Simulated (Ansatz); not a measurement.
`CB(O)[SiH2][SiH3]` → B• + C• + 9 H• + O• + 2 Si•  (atomization)

Gas-phase electronic energies from Ansatz, PBE0-D4/def2-TZVP geometries. CBS: MP2 limit from def2 TZ/QZ plus the TZ coupled-cluster correction, frozen cores. This one scheme is used for every species, atoms too. DFT in def2-TZVPP. B3LYP here is the variant with VWN-RPA as its local correlation; programs differ in this. No spin–orbit coupling; open shells (•) take unrestricted orbitals. Spin–orbit coupling would lower the free atoms: a little for B, C, O, Si. Each species was taken in one conformer, which may not be the lowest.

CCSD(T)/CBS gives +1159.9 kcal/mol.

(1) Another level gave +1161.5 kcal/mol. Which?
A. CCSD(T)/def2-TZVPP
B. B3LYP-D4/def2-TZVPP
C. B2PLYP/def2-TZVPP
D. HF/def2-TZVPP

Largest T1 diagnostic among the species: 0.014.

## Answers

(1) B. B3LYP-D4 1161.5, CCSD(T)/def2-TZVPP 1133.0, HF/def2-TZVPP 881.5, B2PLYP 1146.9 kcal/mol.

From PBE to PBE0 (25 % exact exchange), in def2-TZVPP and without D4, ΔE moves by −9.6 kcal/mol: exact exchange takes away binding that semilocal exchange gives to molecules. The D4 term adds +11.1 kcal/mol with B3LYP and +5.9 kcal/mol with PBE0; it sums over pairs of atoms, weighted by their polarisabilities, and B3LYP, whose exchange is more repulsive, gets the larger term. In def2-TZVPP, CCSD(T) changes the Hartree–Fock value by +251.5 kcal/mol (the triples alone add +12.6 kcal/mol) and MP2 by +256.2 kcal/mol; breaking electron pairs costs correlation energy, which Hartree–Fock lacks.

For atomizations the MP2-based limit and the directly extrapolated one differ by several kJ/mol either way, and by 10 to 25 for some Ge, Se and Sn compounds, so smaller differences from it don't rank the levels.
